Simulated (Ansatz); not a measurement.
Species: H2AlF, SMILES `[F][AlH2]` (charge 0, multiplicity 1), formula H2AlF.

Problem. How many basis functions does frozen-core CCSD(T)/cc-pVQZ // CAM-B3LYP-D3(BJ)/def2-TZVP (Ansatz, a quantum-chemistry and plane-wave program) use, how many core orbitals are frozen, and how many electrons are correlated?

Solution. 174 basis functions and 6 frozen orbitals, which leaves 12 correlated electrons. Core time is of the order of seconds.
